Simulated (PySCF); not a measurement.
Telling isomers of C6H12OSi apart by NMR

All values are calculated (PySCF 2.14.0 with density-fitted response routines): structure optimised with GFN2-xTB, PBE0/pcSseg-1 with gauge-including orbitals. Isolated molecule, rapidly exchanging positions averaged, one conformer, non-relativistic Hamiltonian.

Scale: TMS for 1H, 13C (reference shieldings calculated alike). Where no couplings were computed, multiplicities follow the n + 1 count of equivalent neighbours, and m marks all less simple cases (inequivalent or close neighbours, rings, F or P nearby). Shifts are as computed. Against solution values, carbons near 30 ppm lie about +3 ppm off and those near 130 ppm about +5 ppm. Of 1309 compounds with measured shifts, 239 miss one by over three times the rms of a fit or turn the order of signals round; such compounds aren't used in these exercises.

(1) Tabulate the signals of `C=C(C)/C(C)=C\O[SiH3]`, `C/C=C/C(=O)CC[SiH3]` and their relative energies.

(2) What is the quickest way to tell C=C(C)/C(C)=C\O[SiH3] from C/C=C/C(=O)CC[SiH3]?

## Answers

(1) 
```tsv
SMILES	carbon types	δC	δH	E rel. (kcal/mol)
C=C(C)/C(C)=C\O[SiH3]	2×C 1×CH 1×CH2 2×CH3	150.6, 144.3, 123.1, 115.9, 28.2, 20.1	6.30 (s, 1H), 5.08 (br s, 1H), 4.99 (s, 3H), 4.88 (br s, 1H), 2.38 (s, 3H), 1.73 (s, 3H)	0.0
C/C=C/C(=O)CC[SiH3]	1×C 2×CH 2×CH2 1×CH3	208.4, 154.3, 140.6, 35.8, 23.3, 4.4	7.06 (m, 1H), 6.36 (d, 1H), 4.14 (t, 3H), 2.76 (t, 2H), 2.14 (d, 3H), 0.70 (m, 2H)	0.7
```

Energies are electronic energies at PBE0/pcSseg-1 on these geometries, without zero-point or thermal terms, each for the one conformer computed, which needn't be the lowest.

(2) Both give the same number of carbon signals, but DEPT or the intensities differ. The first has a β carbon of an enol-ether or enamine type C=C (C) at 123.1 ppm, the second an sp3 CH2 α to a carbonyl at 35.8 ppm. Their most deshielded carbons lie at 150.6 and 208.4 ppm. In the proton spectra the most deshielded non-exchanging signals are 6.30 (s, 1H) and 7.06 (m, 1H).
